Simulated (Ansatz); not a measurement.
`C[SiH2][SnH2][SH]` + `B[SeH]` → `B[Se][SiH2]C` + `[SH][SnH3]`  (cleavage of the Si–Sn bond)

Gas-phase electronic energies from Ansatz, PBE0-D4/def2-TZVP geometries. CBS: MP2 limit from def2 TZ/QZ plus the TZ coupled-cluster correction, frozen cores. DFT in def2-TZVPP. B3LYP here is the variant with VWN-RPA as its local correlation; programs differ in this. def2 core potentials past Kr. For Se, Sn outer-core shells are correlated without core-valence functions, which leaves a few kJ/mol of doubt a bond. Scalar relativity is left out up to krypton. One conformer a species, not always the lowest.

| level | ΔE (eV) |
| --- | --- |
| B3LYP-D4 | -0.26 |
| MP2/CBS(def2) | -0.32 |

(1) What does CCSD(T)/CBS give? (Best estimate.)

Largest T1 diagnostic among the species: 0.013.

## Answers

(1) The calculation gave: -0.29 eV. The listed levels differ from it by 0.03, -0.03 eV.

In def2-TZVPP, CCSD(T) changes the Hartree–Fock value by +0.08 eV (the triples alone add +0.00 eV) and MP2 by +0.05 eV. From PBE to PBE0 (25 % exact exchange), in def2-TZVPP and without D4, ΔE moves by −0.05 eV.
